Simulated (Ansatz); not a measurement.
C6H13BO2, charge +1, doublet, at a GFN2-xTB geometry (a state made from the parent by changing its charge; the spin is typed, not shown lowest). Base run: SVWN5/3-21G run with Ansatz (a program for electronic structure).

The Ansatz input:
Ansatz 0.2 input:
```yaml
crystal:
  periodic: [false, false, false]
  atoms:
    - {symbol: C, position_ang: [-1.72969277, -0.04080963, 0.91568295]}
    - {symbol: C, position_ang: [-0.77626925, -0.14906699, -0.29952640]}
    - {symbol: C, position_ang: [-1.17041749, -1.30441677, -1.18094652]}
    - {symbol: O, position_ang: [-0.74828285, 1.05022552, -0.97668833]}
    - {symbol: B, position_ang: [0.21566696, 1.87872518, -0.47685827]}
    - {symbol: O, position_ang: [1.00655457, 1.19963970, 0.40562724]}
    - {symbol: C, position_ang: [0.74172185, -0.15188344, 0.37591368]}
    - {symbol: C, position_ang: [0.92774225, -0.80958379, 1.71752242]}
    - {symbol: C, position_ang: [1.62917612, -0.83481442, -0.69343194]}
    - {symbol: H, position_ang: [-2.71646651, 0.18308109, 0.50925777]}
    - {symbol: H, position_ang: [-1.43809812, 0.77572084, 1.57122338]}
    - {symbol: H, position_ang: [-1.76675386, -0.97679102, 1.46323278]}
    - {symbol: H, position_ang: [-2.21689995, -1.19119111, -1.47039829]}
    - {symbol: H, position_ang: [-0.60259359, -1.32287425, -2.10774338]}
    - {symbol: H, position_ang: [-1.07303042, -2.25008196, -0.65470317]}
    - {symbol: H, position_ang: [0.34354091, 2.99266504, -0.75959864]}
    - {symbol: H, position_ang: [0.41999245, -0.26780681, 2.51149026]}
    - {symbol: H, position_ang: [1.98840654, -0.79926831, 1.97561696]}
    - {symbol: H, position_ang: [0.60280030, -1.84620237, 1.69442261]}
    - {symbol: H, position_ang: [1.48322898, -0.38257540, -1.67101161]}
    - {symbol: H, position_ang: [2.66149540, -0.66194728, -0.38771189]}
    - {symbol: H, position_ang: [1.43630502, -1.90182591, -0.73258185]}
basis:
  gaussian:
    orbitals: 3-21G.json
hamiltonian:
  xc: {name: SVWN5}
total_charge: 1
magnetization: {spin_polarized: true, initial_magnetization: 1}
```
The basis file holds 3-21G in the JSON format of the Basis Set Exchange.

The base run was repeated with changes; each row names its change, and settings that it needs were set with it.

```tsv
change	ΔE vs base (kcal/mol)
base	0.000
final_grid = 10, 20, 41	0.000
forces = on	0.000
final_grid = 6, 12, 29	0.012
point_charge = charge:-1.0 position_ang:2.7363, -3.8596, -4.5077	-53.40
final_grid = 4, 8, 17	0.301
point_charge = charge:1.0 position_ang:0.6876, 4.1269, 4.6736	48.84
fitting.mean_field = def2-universal-JKFIT	-0.286
nuclear_model = gaussian	0.023
point_charge = charge:0.5 position_ang:-5.1002, 2.3777, 2.9849	25.92
fitting.mean_field = cc-pVTZ-JKFIT	-0.164
```
